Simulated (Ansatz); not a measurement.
Job for Ansatz (an electronic-structure program): R-CCSD(T)/cc-pV(T+d)Z on HNSi (SMILES N#[SiH]). The basis file is the Basis Set Exchange's JSON of that set.

Ansatz 0.2 input:
```yaml
crystal:
  periodic: [false, false, false]
  atoms:
    - {symbol: H, position_ang: [-0.00000000, 0.00000000, -1.50864625]}
    - {symbol: Si, position_ang: [0.00000000, -0.00000000, -0.02570602]}
    - {symbol: N, position_ang: [-0.00000000, 0.00000000, 1.53425227]}
basis:
  gaussian:
    orbitals: cc-pV_T+d_Z.json
magnetization: {spin_polarized: false}
correlation: {method: ccsd_t, electrons: outside_noble_gas}
scf: {lower_state_search: off}
```

It printed:

```
WARN ansatz: RAYON_NUM_THREADS=1 ignored (pool sized by the plan → 1); use --threads N
Functional definition: HF
these checks for a lower state are left out or cut short: stability, starts, cluster_reference, orbital_swaps, neighbouring_geometries, increment
integrals: 0.06 GiB planned
500 factors; integrals over basis functions are off by at most 1.1e-3 eV
mean field: 0.11 GiB planned
mean field evaluation 1: about -9348.9622 eV, gradient 5.2e1 eV
mean field evaluation 2: about -9348.9666 eV, gradient 5.2e1 eV
mean field evaluation 4: about -9355.9938 eV, gradient 5.5e0 eV
mean field evaluation 8: about -9356.1494 eV, gradient 3.0e-1 eV
mean field -9356.15122528 eV, -343.8322157020 hartree, gradient 8.0e-6 eV, S^2 0.000000; 0 other end points of the search recorded, 0 dependent functions left out
6 core orbitals not correlated
reference -9356.15122528 eV, -343.8322157020 hartree; 5, 5 occupied and 72, 72 virtual orbitals, 500 factors
second order -9.56773267 eV of doubles, -0.00000000 eV of singles
coupled cluster: 0.15 GiB planned
cycle   1  -8.60442764 eV  change    9.6e-1 eV  update   1.8e-1
cycle   2  -9.20151259 eV  change   -6.0e-1 eV  update   9.0e-2
cycle   3  -9.36375051 eV  change   -1.6e-1 eV  update   3.3e-2
cycle   4  -9.36796119 eV  change   -4.2e-3 eV  update   1.2e-2
cycle   5  -9.37864139 eV  change   -1.1e-2 eV  update   4.5e-3
cycle   6  -9.38010747 eV  change   -1.5e-3 eV  update   1.5e-3
cycle   7  -9.37950266 eV  change    6.0e-4 eV  update   7.8e-4
cycle   8  -9.38018763 eV  change   -6.8e-4 eV  update   3.3e-4
cycle   9  -9.38019782 eV  change   -1.0e-5 eV  update   1.8e-4
cycle  10  -9.37990896 eV  change    2.9e-4 eV  update   5.7e-5
cycle  11  -9.37988592 eV  change    2.3e-5 eV  update   1.4e-5
cycle  12  -9.37988746 eV  change   -1.5e-6 eV  update   5.0e-6
perturbative correction -0.70304966 eV, -0.0258365985 hartree
Total energy: -9366.23416240 eV, -344.2027568068 hartree
Checks for a lower state left out: stability, starts, cluster_reference, orbital_swaps, neighbouring_geometries, increment
```

The calculation finished and met its thresholds.

Cost: very roughly 1.9 core-seconds.
